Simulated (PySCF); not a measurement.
# Working out the ionisation energy of Se

Se [Ar] 3d10 4s2 4p4 (3P) → Se+ [Ar] 3d10 4s2 4p3 (4S). All numbers are calculated (PySCF 2.14, scalar relativity by spin-free X2C-1e, in cc-pVDZ-DK (5s4p2d, 27 functions)). Frozen: [Ar] 3d10. Energies in hartree (1 hartree = 27.21139 eV):

```
            part    Se (lower)   Se+ (upper)
             UHF  -2427.959365  -2427.646845
CCSD correlation     -0.086428     -0.070877
             (T)     -0.000830     -0.000623
```

Task: What does Hartree-Fock give?

Result: (-2427.646845) − (-2427.959365) = 0.312520 hartree = 8.504 eV.

Task: What do CCSD and CCSD(T) give?

Result: The CCSD correlation energies differ by 0.015551 hartree = 0.423 eV and the triples by 0.000207 hartree = 0.006 eV, so CCSD gives 8.927 eV and CCSD(T) 8.933 eV.

Measured between the centres of the two terms (NIST): 9.635 eV, so CCSD(T) (valence) is off by -0.702 eV.

A double-zeta basis recovers only part of the correlation energy.

What remains against the reference includes basis incompleteness, the frozen core and higher excitations.
